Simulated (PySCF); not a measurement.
From computed data to an observable: oscillator strength and radiative lifetime

GeOCl2, SMILES [Cl][Ge](=[O])[Cl].

Geometry: PBE0-D3(BJ)/def2-SVP.

PySCF with TDA-PBE/def2-SVPD puts the first singlet state with f over 0.02 at 5.06 eV (vertical), with the transition dipole (0.000, -0.461, 0.000) in atomic units.

**Question.** Find the oscillator strength, the wavelength and the radiative lifetime that this transition would have in vacuum if emission retraced absorption.

**Answer.** 
|μ|² = 0.2125 au, so |μ| = 1.17 D. ΔE = 5.06/27.211 = 0.1860 hartree. f = (2/3) ΔE |μ|² = 0.026 (the program prints 0.026).
λ = 1239.84/5.06 = 245 nm; ν = 40812 cm⁻¹.
Einstein's coefficient A = 0.6670 ν² f s⁻¹ (ν in cm⁻¹) = 2.9e7 s⁻¹, so τ = 1/A = 34 ns. This state is S4; the lower singlets have f = 0.020, 0.006, 0.000. The figure is the radiative limit of this one transition; relaxation, internal conversion, crossing to triplets and a medium change what is measured.
